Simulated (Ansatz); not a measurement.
Cost and result for the atomization energy of `CN([SiH3])P` (12 atoms, 11 bonds).

```xyz
12

C     0.2784    0.2220   -1.5568
N     0.3195   -0.0042   -0.1171
Si   -0.9099    0.6653    0.8994
P     1.3171   -1.2900    0.4064
H     1.2707    0.0677   -1.9883
H    -0.4211   -0.4447   -2.0760
H    -0.0229    1.2521   -1.7636
H    -0.3558    0.8249    2.2672
H    -2.1237   -0.1976    0.9873
H    -1.3128    1.9823    0.3367
H     1.5942   -0.8291    1.7220
H     0.3664   -2.2487    0.8828
```

Charge 0, multiplicity 1. The structure was optimised at the PBE0-D4/def2-TZVP level. It is one conformer, not always the lowest. Program: Ansatz. All runs use 4 threads of an Arm Neoverse V2 on a shared host. Times are those of one run each, without the atoms' runs, and a repeat can differ threefold. Electronic energies, without spin–orbit coupling; frozen cores. CCSD(T)/CBS adds CCSD(T) − MP2 in def2-TZVPP to the MP2 limit, and its time is that of the two runs behind it. T1 = 0.012. HSE06 is the plane-wave form, built on full-range PBE exchange.

CCSD(T)/CBS is a level of theory with its own doubt, some kJ/mol a heavy atom from the limit and from the frozen cores, so smaller differences don't rank the functionals.

```csv
level,functions,wall time
BLYP-D4/def2-TZVPP,258,2.3 s
PBE-D4/def2-TZVPP (with forces),258,2.8 s
BHLYP-D4/def2-TZVPP,258,3.1 s
PBE0-D4/def2-TZVPP,258,3.2 s
CAM-B3LYP-D4/def2-TZVPP,258,3.4 s
HSE06-D4/def2-TZVPP,258,3.5 s
CCSD(T)/def2-SVP,104,3.5 s
r2SCANh-D4/def2-TZVPP,258,5.5 s
B2PLYP/def2-TZVPP,258,6 s
B97M-V/def2-TZVPP,258,9.5 s
MP2/def2-QZVPP,494,24 s
CCSD(T)/def2-TZVPP,258,110 s
CCSD(T)/CBS(def2),–,2.3 min
```

Question: What atomization energy does each give, and how far from CCSD(T)/CBS? (Estimate.)

Answer: Ansatz gave: 
| level | atomization (kJ/mol) | difference from CCSD(T)/CBS | per bond |
| --- | --- | --- | --- |
| BLYP-D4/def2-TZVPP | 3886.7 | 6.8 | 0.6 |
| PBE-D4/def2-TZVPP (with forces) | 3906.5 | 26.6 | 2.4 |
| BHLYP-D4/def2-TZVPP | 3822.1 | -57.8 | -5.3 |
| PBE0-D4/def2-TZVPP | 3860.9 | -19.0 | -1.7 |
| CAM-B3LYP-D4/def2-TZVPP | 3916.6 | 36.7 | 3.3 |
| HSE06-D4/def2-TZVPP | 3862.9 | -17.0 | -1.5 |
| CCSD(T)/def2-SVP | 3601.2 | -278.7 | -25.3 |
| r2SCANh-D4/def2-TZVPP | 3845.7 | -34.2 | -3.1 |
| B2PLYP/def2-TZVPP | 3836.7 | -43.2 | -3.9 |
| B97M-V/def2-TZVPP | 3896.9 | 17.0 | 1.5 |
| MP2/def2-QZVPP | 3828.2 | -51.7 | -4.7 |
| CCSD(T)/def2-TZVPP | 3767.1 | -112.8 | -10.3 |
| CCSD(T)/CBS(def2) | 3879.9 | 0.0 | 0.0 |

From PBE to PBE0 (25 % exact exchange), in def2-TZVPP and without D4, the atomization energy moves by −41.3 kJ/mol: exact exchange takes away binding that semilocal exchange gives to molecules. The D4 term adds +44.6 kJ/mol with B3LYP and +23.4 kJ/mol with PBE0; it sums over pairs of atoms, weighted by their polarisabilities, and B3LYP, whose exchange is more repulsive, gets the larger term. In def2-TZVPP, CCSD(T) changes the Hartree–Fock value by +987.1 kJ/mol (the triples alone add +46.9 kJ/mol) and MP2 by +980.6 kJ/mol; breaking electron pairs costs correlation energy, which Hartree–Fock lacks.

B3LYP here is the variant with VWN-RPA as its local correlation; programs differ in this.
